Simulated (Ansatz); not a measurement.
Relaxed structures of CH₅GeN, closed shell (PBE0-D4/def2-TZVP; forces vanish, vibrations not checked; lower isomers may exist, and structures with a doubtful reference or unclear bonds are left out; Å). Ansatz 0.2.0; basis: def2-TZVPP; cores frozen in the correlated methods. Filled d shells of the heavier atoms are correlated. The def2 sets are not built for correlating such inner shells, so the correlated values are less sure here.

Rank them by CCSD(T) energy, lowest first, and give each one's height above the lowest. Links in brackets join atoms within 1.22 times the sum of their covalent radii (1.1 for two metals). (To be estimated.)
A.
CH₅GeN ([NH3][CH][GeH])
```
8
angstrom
N 0.5565 -0.3058 0.4164
C -0.0034 0.3115 -0.8155
Ge -1.7832 0.8051 -0.8747
H -1.9478 0.2597 0.6718
H 0.7630 0.3998 -1.5799
H -0.2522 -0.3351 1.0551
H 0.9057 -1.2590 0.2879
H 1.3020 0.2383 0.8582
```
B.
CH₅GeN ([CH2][N][GeH3])
```
8
angstrom
N -0.4939 -0.5896 -0.5963
C -0.2980 0.1971 -1.5581
Ge 0.5800 -0.4604 0.9204
H -0.9264 0.1254 -2.4541
H 0.4754 0.9824 -1.5869
H -0.3416 -0.1768 2.1140
H 1.2834 -1.8118 1.1026
H 1.6139 0.6759 0.7449
```
C.
CH₅GeN ([NH][CH][GeH3])
```
8
angstrom
N -1.4844 0.7474 -0.9298
C -0.2654 0.4124 -0.8991
Ge 0.6743 -0.4162 0.6239
H -1.9580 0.5376 -0.0483
H 0.3148 0.6047 -1.8092
H -0.3563 -0.5769 1.7544
H 1.2397 -1.7878 0.2213
H 1.8353 0.4788 1.0867
```

Computed: B (0.00 kcal/mol), C (4.38 kcal/mol), A (38.89 kcal/mol). Heights count from the lowest.

T1 diagnostic: at most 0.015.

For scale, one of the runs: CCSD(T)/def2-TZVPP, 180 basis functions, launched by `ansatz run in.yaml --threads 2 --pin off --events-out ev --progress --plain --max-ram 4352MiB`. Hardware: 2 CPU threads of an Arm Neoverse V1, shared host. Wall time 68 s; peak host memory 1.8 GiB.
